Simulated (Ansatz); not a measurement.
Ansatz (an electronic-structure program) input:
A basis named .json is the Basis Set Exchange file of that set.

Ansatz 0.2 input:
```yaml
crystal:
  periodic: [false, false, false]
  atoms:
    - {symbol: Si, position_ang: [1.53134143, -0.27859704, 0.40441840]}
    - {symbol: N, position_ang: [0.09760270, 0.00055726, -0.78035656]}
    - {symbol: Si, position_ang: [-1.58382354, 0.27829740, 0.01518840]}
    - {symbol: H, position_ang: [2.72978987, -0.19409673, -0.43929995]}
    - {symbol: H, position_ang: [1.38139446, 0.81744690, 1.37018876]}
    - {symbol: H, position_ang: [1.25183386, -1.61148860, 0.95129658]}
    - {symbol: H, position_ang: [0.03898554, -0.79850976, -1.41703066]}
    - {symbol: H, position_ang: [-1.67616824, -0.81912990, 0.98659697]}
    - {symbol: H, position_ang: [-2.53753414, 0.19519441, -1.09782984]}
    - {symbol: H, position_ang: [-1.44785458, 1.61036943, 0.61593516]}
    - {symbol: H, position_ang: [0.31108382, 0.80050845, -1.38185624]}
basis:
  gaussian:
    orbitals: cc-pV_T+d_Z.json
hamiltonian:
  xc: pbe
total_charge: 1
magnetization: {spin_polarized: false}
correlation: {method: rpa, electrons: outside_noble_gas}
```

Problem. Which total energy does the run end on?

Solution. -637.66816 Eh (RPA@PBE/cc-pV(T+d)Z). The basis has 220 functions.

It need not be the lowest isomer of its formula.
